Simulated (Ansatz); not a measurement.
Relaxation of H8OSSiSn (12 atoms, charge 0, multiplicity 1), to a largest force component of 0.03 eV/Å in at most 50 steps.

Theory: Ansatz 0.2.0, RKS BHLYP-D4/def2-SVP.

```xyz
12
Properties=species:S:1:pos:R:3
Sn -1.151 -1.041 -0.895
S 2.528 -0.620 -1.519
H -0.074 -1.801 -1.939
H -1.905 -2.122 0.191
H -2.287 -0.057 -1.705
H 2.004 -0.158 -0.364
O -0.130 0.244 0.288
Si -0.262 1.068 1.693
H 2.160 0.480 -2.194
H -1.652 1.060 2.224
H 0.621 0.469 2.727
H 0.147 2.479 1.493
```

Question: Where does it end, and by what steps?

Answer: The forces met the threshold. The force dipped under the threshold on the way, but the program's further checks kept it going. After 32 steps the energy has fallen by 0.178 eV; H3 moved furthest, 1.23 Å.

```
step  energy less start (eV)  largest force component (eV/Å)  accepted
   0                  0.0000                           0.524       yes
   2                 -0.0860                           0.248       yes
   4                 -0.0916                           0.323        no
   6                 -0.1173                           0.046       yes
   8                 -0.1235                           0.017       yes
  10                 -0.1216                           0.428        no
  12                 -0.1283                           0.032       yes
  14                 -0.1333                           0.386       yes
  16                 -0.1528                           0.058       yes
  18                 -0.1646                           0.145       yes
  20                 -0.1682                           0.096        no
  22                 -0.1746                           0.052       yes
  24                 -0.1755                           0.062       yes
  26                 -0.1767                           0.051       yes
  28                 -0.1773                           0.069       yes
  30                 -0.1779                           0.073       yes
  32                 -0.1783                           0.025       yes
```

```xyz
12
Properties=species:S:1:pos:R:3
Sn -1.120 -1.073 -0.831
S 2.410 -0.237 -1.833
H -0.294 -2.544 -0.990
H -2.625 -1.254 -0.045
H -1.255 -0.175 -2.264
H 1.770 0.037 -0.683
O -0.040 0.032 0.421
Si -0.187 0.871 1.821
H 2.044 0.922 -2.396
H -1.550 0.710 2.394
H 0.799 0.392 2.819
H 0.048 2.317 1.587
```

Whether the end is a true minimum wasn't checked by a vibrational analysis.

Time of the run: 2.2 min on 2 threads of Arm Neoverse V1, with other jobs on the host, peak memory 0.3 GiB.
